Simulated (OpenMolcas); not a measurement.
Cu4+ (d7) among equal point charges was computed by CASSCF with the d shell active (OpenMolcas, ANO-RCC-VDZP on the metal). Its lowest spin-free states, and all those of the highest spin:

| 2S+1 | Degeneracy | E (cm-1) |
| --- | --- | --- |
| 4 | 1 | 0.0 |
| 4 | 3 | 1461 |
| 4 | 3 | 2619 |
| 2 | 2 | 25447 |
| 4 | 3 | 25508 |
| 2 | 3 | 25528 |
| 2 | 1 | 25567 |
| 2 | 3 | 25964 |
| 2 | 3 | 32870 |
| 2 | 3 | 33346 |
| 2 | 2 | 34032 |
| 2 | 3 | 34072 |

Is the site octahedral, tetrahedral or cube-like, axial, or of lower symmetry?

The states with 2S+1 = 4 have orbital degeneracies 1, 3, 3, 3. Threefold states need a cubic site. For d7 at this spin an octahedron puts the threefold T1 below the threefold T2 and a tetrahedron or cube puts the single A2 below the threefold T2, so the site is a tetrahedron or a cube, which this pattern cannot tell apart. The first gap at this spin, 1460 cm-1, is |10Dq| in ligand-field theory. The run had Cu4+ among 4 point charges of -3 e arranged as a tetrahedron (Td), 1.9 Å from the ion.

Spin-orbit coupling mixes the spin-free states strongly: the lowest level takes only 70 % from its leading state, 4A2. Without dynamic correlation the repulsion within the d shell is too large (B by tens of per cent), so at a given field states of lower spin stand too high. The ground term spreads over less than 5000 cm-1, several times less than with real ligands, so orbital moments are less quenched and χT lies further from the spin-only value than at real sites. This is an electrostatic model: the charges have no orbitals. No measured value stands beside these numbers.
